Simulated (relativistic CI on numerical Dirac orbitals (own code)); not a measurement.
One change at a time: Au³²⁺

Base calculation: Dirac-Coulomb-Breit CI, KLI orbitals optimised for each configuration, model QED (radiative potential, 1s self-energy scaled to tabulated hydrogen-like ionisation energies), unscaled Slater integrals.

CI space (outside the closed core [Ar] 3d10): 4s²4p⁶4d¹⁰4f, 4s²4p⁶4d⁹4f², 4s²4p⁶4d¹⁰5s, 4s²4p⁶4d¹⁰5p, 4s²4p⁵4d¹⁰4f², 4s²4p⁶4d¹⁰5d, 4s4p⁶4d¹⁰4f², 4s²4p⁶4d⁹4f5s, 4s²4p⁶4d¹⁰5f, 4s²4p⁶4d⁹4f5p, 4s²4p⁶4d¹⁰5g, 4s²4p⁶4d¹⁰6s, 4s²4p⁶4d¹⁰6p, 4s²4p⁶4d¹⁰6d, 4s²4p⁵4d¹⁰4f5s, 4s²4p⁶4d¹⁰6f, 4s²4p⁶4d⁹4f5f, 4s²4p⁶4d¹⁰7s, 4s4p⁶4d¹⁰5s², 4s²4p⁶4d¹⁰7d, 4s²4p⁶4d⁹4f6p. Double excitations out of closed p, d and f shells are left out; levels of such configurations are missing from the list, as are those of other unlisted configurations, and high levels can miss mixing partners.

Variants: (1) Breit term removed; (2) one mean potential for all configurations. Shifts of the energy above 4s²4p⁶4d¹⁰4f ²F°5/2, in cm⁻¹, for the lowest level and the first level of each name with at least 55 % of one term (blank where a level changes its place among those of its configuration and J or its character, or is not in the variant):

```tsv
Level	Base	Δ(1)	Δ(2)
4s²4p⁶4d¹⁰4f ²F°5/2	0	0	0
4s²4p⁶4d¹⁰4f ²F°7/2	46570	+2152	-108
4s²4p⁶4d¹⁰5s ²S1/2	1714717	-4414	-812
4s²4p⁶4d⁹4f² ⁴F3/2	1745640	+3642	-492
4s²4p⁶4d⁹4f² ⁴F5/2	1750564	+3345	-484
4s²4p⁶4d⁹4f² ⁴F9/2	1808339	+6120	-589
4s²4p⁶4d⁹4f² ⁴K15/2	1820093	+7506	-571
4s²4p⁶4d⁹4f² ⁴H13/2	1839706	+7184	-567
4s²4p⁶4d⁹4f² ⁴K17/2	1839985	+9316	-642
4s²4p⁶4d⁹4f² ²D3/2	1862271	+5207	-542
4s²4p⁶4d⁹4f² ²L17/2	1883878	+9221	-651
4s²4p⁶4d⁹4f² ²I13/2	1886166	+8570	-668
4s²4p⁶4d⁹4f² ⁴I15/2	1888574	+8832	-627
4s²4p⁶4d⁹4f² ²K15/2	1947329	+8247	-573
```

At this charge energies of transitions that change n are usually good to better than 1 %, and those within a shell (Δn = 0) to a few per cent.

Ionisation energy from the two ground configurations alone: base 1193.6 eV. The NIST ASD value (theoretical) is 1210 eV.

LS names give the leading component of a level, which can be under half, so a name can repeat, a term be missing and a line seem to break the LS rules.
